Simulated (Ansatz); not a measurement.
One change: `C[Se][GeH2][BH][InH2]` becomes `C[Se][GeH3]`.

Ansatz, PBE0-D4/def2-TZVP geometries, multiplicity 1. Each molecule was computed in one conformer, which needn't be the lowest.

Elements past krypton have def2 core potentials. Scalar relativity is left out up to krypton.

```csv
property,`C[Se][GeH2][BH][InH2]`
HOMO energy (PBE/def2-TZVPP) / eV,-5.69
HOMO–LUMO gap (PBE0/def2-TZVPP) / eV,4.00
HOMO energy (B3LYP/def2-TZVPP) / eV,-6.55
size of the dipole moment (B3LYP/def2-TZVPP) / D,2.63
HOMO–LUMO gap (B3LYP/def2-TZVPP) / eV,3.67
LUMO energy (PBE/def2-TZVPP) / eV,-3.60
```

(1) What does the change do to each property? (Best estimate.)

## Answers

(1) Ansatz gave: 
```csv
property,`C[Se][GeH3]`,shift
HOMO energy (PBE/def2-TZVPP) / eV,-5.34,0.35
HOMO–LUMO gap (PBE0/def2-TZVPP) / eV,6.29,2.29
HOMO energy (B3LYP/def2-TZVPP) / eV,-6.25,0.30
size of the dipole moment (B3LYP/def2-TZVPP) / D,1.32,-1.31
HOMO–LUMO gap (B3LYP/def2-TZVPP) / eV,5.80,2.13
LUMO energy (PBE/def2-TZVPP) / eV,-1.04,2.56
```

With PBE0 the HOMO rises by 0.25 eV and the LUMO rises by 2.53 eV, so the gap widens by about 2.28 eV. PBE moves the HOMO by 0.35 eV and ωB97M-V by 0.16 eV. The zero-point energy changes by -42.9 kJ/mol with -12 modes. Dipoles are sizes alone; their direction can turn.

B3LYP here is the variant with VWN-RPA as its local correlation; programs differ in this.

Spin–orbit coupling is left out; it splits and shifts lone-pair levels of the heavy atoms by tenths of an eV.
